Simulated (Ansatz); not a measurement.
Saddle point of SiNH4ClF2, closed shell (SiNH₃F₂ ([NH2][SiH]([F])[F]) + HCl → SiHClF₂ ([F][SiH]([F])[Cl]) + NH₃ (still joined by a long Si–N bond); bonds formed: Si1–Cl7, N2–H6; bonds broken: H6–Cl7; bonds weakened to dative contacts: Si1–N2), PBE0-D4/def2-TZVP structure:

| atom | x (Å) | y (Å) | z (Å) |
| --- | --- | --- | --- |
| Si1 | -0.7698 | -0.4585 | -0.2128 |
| N2 | 0.9559 | 0.0849 | -0.1419 |
| F3 | -0.6872 | -1.6234 | -1.2970 |
| F4 | -1.0662 | -1.1922 | 1.1438 |
| H5 | -1.7250 | 0.5129 | -0.7237 |
| H6 | 0.7415 | 0.9999 | 0.5412 |
| Cl7 | -0.3748 | 1.9199 | 1.4119 |
| H8 | 1.3596 | 0.3436 | -1.0373 |
| H9 | 1.5662 | -0.5871 | 0.3158 |

Energies are electronic, without zero-point energy. Barriers and step energies count from the start structure reached by relaxing down the imaginary mode; all methods use the PBE0-D4 structures, on which another method's saddle can fall below an end. Computed with Ansatz 0.2.0 (basis: def2-TZVPP, with def2-QZVPP for the basis limit); correlated methods freeze the cores. B3LYP uses VWN-RPA correlation. Extrapolation: Hartree–Fock as exp(−7.88 √X), correlation as X^−2.97.

```
      method  barrier (kcal/mol)  step energy (kcal/mol)
       SPW92                3.63                  -11.00
      PBE-D4                8.10                   -8.10
     BLYP-D4               10.58                   -4.76
   r2SCAN-D4                8.46                   -8.77
      B97M-V               11.47                   -8.64
     PBE0-D4                   ?                   -8.40
    B3LYP-D4               11.12                   -5.37
  r2SCAN0-D4                   ?                   -8.82
    BHLYP-D4               12.12                   -5.97
CAM-B3LYP-D4               11.55                   -5.77
     wB97X-V               11.07                   -8.26
     wB97M-V               10.48                   -8.83
      B2PLYP               12.17                   -5.56
    PBE-QIDH               10.48                   -8.41
  RPA on PBE               14.22                   -6.12
          HF               17.05                   -2.17
         MP2                   ?                   -7.22
        CCSD               14.03                   -5.95
     CCSD(T)               13.08                   -6.62
```

Q: Fill in the withheld barriers. (An estimate is asked for; the value comes from the calculation.)

A: The calculation gives: MP2 11.95; PBE0-D4 9.10; r2SCAN0-D4 9.20 kcal/mol. Each is the energy of the saddle less that of the start structure, by the same method.

For comparison, the barrier by CCSD(T) at an estimated basis limit (MP2 extrapolated from triple and quadruple zeta, plus CCSD(T) − MP2 in triple zeta) is 11.22 kcal/mol.

T1 diagnostic: at most 0.011.

Hydrogen chloride, the by-product of chloride precursors, can attack films and sites by steps of this kind.

Labels in which every atom is bracketed show which atoms are joined, not bond orders.

For scale, one of the runs: CCSD(T)/def2-TZVPP, 233 basis functions, launched by `ansatz run in.yaml --threads 4 --pin off --events-out ev --progress --plain --max-ram 9574MiB`. Hardware: 4 CPU threads of an Arm Neoverse V2, shared host. Wall time 100 s; peak host memory 4.2 GiB.
